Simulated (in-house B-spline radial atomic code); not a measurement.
Computed with a B-spline radial atomic code. Model: two electrons, singlet ground state, non-relativistic, full CI in B-splines with partial waves to l = 8 (at full coupling up to 3e-4 hartree above the limit, correlation up to 0.6 % small), density held at that of full coupling by Lieb maximisation.

Along the adiabatic connection the electron repulsion is scaled by a coupling λ while a local potential keeps the density fixed. At λ = 0 the system is the Kohn-Sham one and W equals the exchange energy; the exchange-correlation energy is the area under W between 0 and 1. The kinetic energy rises with λ as the electrons avoid each other, with dT/dλ = −λ dW/dλ.

Command:
```bash
python run_ac.py task.json out
```
Settings (lengths in bohr, energies in hartree):
```
potential              ball
strength               1
lmax                   8
wall_radius            41.9
```

Cost of the run: 11 s on 1 thread of Intel(R) Xeon(R) Processor @ 2.30GHz (shared host).

**W = mean repulsion less Hartree energy, and W of three functionals.**

Given: confinement empty hard sphere; hard wall radius 41.9 bohr; external potential zero inside.

Computed: LDA exchange minus exact 2.2335 millihartree; SCAN exchange minus exact -2.8718 millihartree.

| coupling | W xc (hartree) | W xc minus exchange (millihartree) | kinetic minus Kohn-Sham (millihartree) | LDA (PW92) W minus its exchange (millihartree) | PBE W minus its exchange (millihartree) | SCAN W minus its exchange (millihartree) |
| --- | --- | --- | --- | --- | --- | --- |
| 0 | -0.033695 | 0 | 0 | 0 | 0 | 0 |
| 0.02 | -0.036516 | -2.821 | 0.03 | -4.8 | -2.91 | -1.67 |
| 0.05 | -0.039213 | -5.518 | 0.12 | -8.08 | -5.41 | -3.56 |
| 0.12 | -0.042197 | -8.502 | 0.35 | -12.13 | -8.75 | -6.41 |
| 0.25 | -0.044153 | -10.459 | 0.69 | -15.71 | -11.87 | -9.13 |
| 0.4 | -0.045063 | -11.368 | 0.98 | -17.87 | -13.8 | -10.68 |
| 0.6 | -0.045681 | -11.986 | 1.28 | -19.57 | -15.34 | -11.74 |
| 0.8 | ? | ? | ? | ? | ? | ? |
| 1 | -0.046298 | -12.603 | 1.76 | -21.49 | -17.08 | -12.71 |
| 1.4 | -0.046629 | -12.935 | 2.15 | -22.59 | -18.11 | -13.15 |
| 2 | -0.04693 | -13.235 | 2.66 | -23.64 | -19.07 | -13.49 |
| 3 | -0.047221 | -13.527 | 3.37 | -24.67 | -20.03 | -13.75 |
| 4.5 | ? | ? | ? | ? | ? | ? |
| 7 | -0.047701 | -14.006 | 5.59 | -26.35 | -21.59 | -14.07 |
| 10 | -0.047862 | -14.168 | 6.94 | -26.89 | -22.1 | -14.14 |

Question: What belongs in the row 0.8?

Answer: W xc (hartree): -0.046047; W xc minus exchange (millihartree): -12.353; kinetic minus Kohn-Sham (millihartree): 1.54; LDA (PW92) W minus its exchange (millihartree): -20.68; PBE W minus its exchange (millihartree): -16.35; SCAN W minus its exchange (millihartree): -12.34.

Question: What belongs in the row 4.5?

Answer: W xc (hartree): -0.04747; W xc minus exchange (millihartree): -13.775; kinetic minus Kohn-Sham (millihartree): 4.29; LDA (PW92) W minus its exchange (millihartree): -25.55; PBE W minus its exchange (millihartree): -20.85; SCAN W minus its exchange (millihartree): -13.93.

Question: What is the PBE exchange minus exact?

Answer: -1.5976 millihartree.

**Energy parts, natural occupations and partial-wave weights.**

Computed: total energy 0.0314 hartree; kinetic part of the DFT correlation energy 0.0017613 hartree; kinetic part over minus potential part 0.13975; Hartree energy 0.067389 hartree; Kohn-Sham kinetic 0.0085767 hartree; Lieb Oxford ratio E_xc over LDA exchange 1.4156.

```tsv
natural	occupation of the shell (electrons)
s	1.1151
p	?
d	0.067165
s	0.0027824
p	0.00046013
f	0.00042633
```

Question: What belongs in the row p?

Answer: occupation of the shell (electrons): 0.81402.

| wave | weight |
| --- | --- |
| s | 0.55897 |
| p | ? |
| d | 0.033583 |
| f | 0.00021317 |
| g | 5.318e-09 |

Question: What belongs in the row p?

Answer: weight: 0.40724.

Question: What is the correlation energy?

Answer: -0.010842 hartree.

Question: What is the exchange energy?

Answer: -0.033695 hartree.

Half-way to full coupling W has made 93 % of its drop, against 50 % for a straight line, and second-order (GL2) theory, half the initial slope, overshoots the correlation energy by about 645 %: correlation is strong. Over couplings 0 to 1 the errors in E_xc come to about -4.3 millihartree for LDA, -4.2 millihartree for PBE, -2.2 millihartree for SCAN, so SCAN is nearest. In LDA and SCAN the errors of exchange and correlation have opposite signs, so the sum is smaller than the larger of the two.
